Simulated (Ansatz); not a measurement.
MoAu4⁻: single points at one geometry.

```yaml
crystal:
  periodic: [false, false, false]
  atoms:
    - {symbol: Mo, position_ang: [-0.132591, 0.119767, 0.351066]}
    - {symbol: Au, position_ang: [0.870245, -1.138029, 2.325881]}
    - {symbol: Au, position_ang: [0.950541, -1.845957, -0.914279]}
    - {symbol: Au, position_ang: [0.165164, 0.867090, -2.093179]}
    - {symbol: Au, position_ang: [-1.853359, 1.997129, 0.330512]}
basis:
  gaussian: {orbitals: def2-TZVPD, initial_orbitals: start.molden}
total_charge: -1
magnetization: {spin_polarized: true, initial_magnetization: 1}
hamiltonian: {xc: {name: B3LYP}, dispersion: d4}
scf: {omitted_lower_state_checks: [starts]}
output: {orbitals: {seedname: orbitals}}
```

The file start.molden holds the orbitals of an earlier run on this structure, at another level or in another basis.

```sh
$ ansatz run in.yaml --threads 4 --pin off --events-out ev --progress --plain --max-ram 4787MiB
```

Shortened log:

```
Functional definition: B3LYP
1971 factors; their error is unknown
mean field evaluation 1: about -16640.0051 eV, gradient 5.4e0 eV
mean field evaluation 2: about -16640.0612 eV, gradient 1.2e-1 eV
mean field evaluation 4: about -16640.2276 eV, gradient 2.9e-2 eV
mean field evaluation 8: about -16640.2277 eV, gradient 1.9e-4 eV
mean field evaluation 16: about -16640.2277 eV, gradient 5.9e-6 eV
mean field -16640.22765901 eV, -611.5170873173 hartree, gradient 5.9e-6 eV, S^2 1.768930; 0 other end points of the search recorded, 0 dependent functions left out
reference -16640.22789703 eV, -611.5170960642 hartree; 46, 45 occupied and 166, 167 virtual orbitals, 1971 factors
Total energy: -16640.89740025 eV, -611.5416998536 hartree
Checks for a lower state left out: starts
```

Run time 37 s (4 threads of Arm Neoverse V2 on a shared host), peak host memory 1.7 GiB.

As the first input, with `hamiltonian: {xc: pbe0, dispersion: d4}` (abridged; 38 s):

```
Functional definition: PBE0
mean field -16633.09097973 eV, -611.2548191911 hartree, gradient 7.8e-6 eV, S^2 1.780673
Total energy: -16633.44008304 eV, -611.2676485010 hartree
Checks for a lower state left out: starts
```

First input, but with `hamiltonian: {xc: pbe, dispersion: d4}`, `output: {forces: true, orbitals: {seedname: orbitals}}` (abridged; 20 s):

```
Functional definition: PBE
mean field -16640.23942201 eV, -611.5175195994 hartree, gradient 7.3e-6 eV, S^2 1.761463
Total energy: -16640.63803853 eV, -611.5321684863 hartree
Atom 0 force    -0.005039    -0.000696     0.008219 eV/Å
Atom 1 force    -0.001077     0.034296    -0.006241 eV/Å
Atom 2 force    -0.021391    -0.026306    -0.008934 eV/Å
Atom 3 force     0.028546     0.021962    -0.008377 eV/Å
Atom 4 force    -0.001039    -0.029257     0.015332 eV/Å
Dipole moment:     0.012295    -0.011902    -0.035998 e Å
Checks for a lower state left out: starts
```

First input, but with `correlation: {method: mp2}` and without the key `hamiltonian` (abridged; 35 s):

```
Functional definition: HF
mean field evaluation 16: about -16510.9229 eV, gradient 4.8e-3 eV
mean field -16510.92287360 eV, -606.7652240993 hartree, gradient 2.9e-8 eV, S^2 2.568955
second order -60.07382303 eV of doubles, -0.00000000 eV of singles
Total energy: -16570.99669663 eV, -608.9728963760 hartree
Checks for a lower state left out: starts
```

As the first input, with `hamiltonian: {xc: pbe}`, `correlation: {method: rpa}` and without the key `output` (abridged; 19 s):

```
Functional definition: PBE
mean field -16640.23940630 eV, -611.5175190222 hartree, gradient 6.1e-6 eV, S^2 1.761463
Total energy: -16584.89768119 eV, -609.4837481363 hartree
Checks for a lower state left out: starts
```

The first input with `hamiltonian: {xc: {name: PBE-QIDH}}` and without the key `output` (abridged; 34 s):

```
Functional definition: PBE-QIDH
mean field evaluation 16: about -16587.1346 eV, gradient 2.3e-6 eV
mean field -16587.13462575 eV, -609.5659543325 hartree, gradient 7.1e-6 eV, S^2 2.078863
second order -68.52531856 eV of doubles, -0.00000000 eV of singles
Total energy: -16609.97641131 eV, -610.4053744694 hartree
Checks for a lower state left out: starts
```

First input, but with `hamiltonian: {xc: {name: revPBE}, dispersion: d4}` (abridged; 20 s):

```
Functional definition: revPBE
mean field -16645.64255050 eV, -611.7160809090 hartree, gradient 6.7e-6 eV, S^2 1.762659
Total energy: -16646.32780505 eV, -611.7412635493 hartree
Checks for a lower state left out: starts
```

Geometry: r2SCAN-D4/def2-SVPD.

In the def2 sets Au, Mo take a core potential; there is no spin–orbit coupling. B3LYP takes the VWN-RPA correlation. Correlated methods freeze no core orbitals; core or outer-core shells of Mo, Au are correlated, in sets that lack core-valence functions. At B3LYP-D4/def2-TZVPD, PBE0-D4/def2-TZVPD, PBE-D4/def2-TZVPD, MP2/def2-TZVPD and others the charge -1 doublet is spin-contaminated (final ⟨S²⟩ up to 2.57, 0.75 for a pure state). No other spin state of charge -1 was run. The geometry of the doublet was relaxed on an unsound state (⟨S²⟩ 1.77, where a pure state has 0.75). Another isomer (doublet) lies 0.09 eV lower at PBE0-D4/def2-TZVPD; other spin states weren't run for this one.
